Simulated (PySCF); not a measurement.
SMILES COC(=O)[SiH2]c1cccs1, GFN2-xTB optimised geometry.

```
18

C     -0.97    -4.09     0.38
O     -1.49    -2.77     0.29
C     -0.63    -1.76     0.10
O      0.57    -1.90     0.00
Si    -1.65    -0.13     0.00
C     -0.46     1.30     0.00
C      0.91     1.30     0.00
C      1.48     2.59     0.00
C      0.54     3.57     0.00
S     -1.06     2.94     0.00
H      0.11    -4.06     0.51
H     -1.22    -4.64    -0.53
H     -1.44    -4.57     1.24
H     -2.54    -0.11     1.16
H     -2.43    -0.18    -1.24
H      1.48     0.39     0.00
H      2.54     2.78     0.00
H      0.68     4.64     0.00
```

Density from PBE0/def2-SVP (PySCF) at that geometry.

Minimum of the electron density along straight lines between bonded atoms, close to the bond critical point (lines longer than 1.1 times the sum of covalent radii, or with two minima, are not listed):

```csv
bond,length / Å,ρ at the minimum / e bohr⁻³,∇²ρ there / e bohr⁻⁵,position (fraction from the first atom)
C1–O2,1.426,0.241,(withheld),0.34
O2–C3,1.336,0.301,-0.24,0.67
C3–O4,1.206,(withheld),0.34,0.33
C3–Si5,1.918,0.110,0.32,0.62
Si5–C6,1.867,0.114,0.38,0.38
C6–C7,1.367,0.317,-0.78,0.51
C7–C8,1.409,0.298,-0.74,0.50
C8–C9,1.359,0.323,-0.82,0.49
C6–S10,1.742,0.206,(withheld),0.46
C9–S10,1.717,0.217,-0.47,0.47
C1–H11,1.091,0.284,-1.12,0.65
C1–H12,1.091,0.282,-1.08,0.64
C1–H13,1.089,0.283,-1.09,0.64
Si5–H14,1.465,0.118,0.31,0.49
Si5–H15,1.467,0.118,0.31,0.49
C7–H16,1.075,0.287,-1.14,0.65
C8–H17,1.075,0.284,-1.09,0.63
C9–H18,1.072,0.286,-1.12,0.64
```

Problem. Fill in the missing entries.

Solution. 
- C1–O2, ∇²ρ there / e bohr⁻⁵: -0.30
- C3–O4, ρ at the minimum / e bohr⁻³: 0.414
- C6–S10, ∇²ρ there / e bohr⁻⁵: -0.40
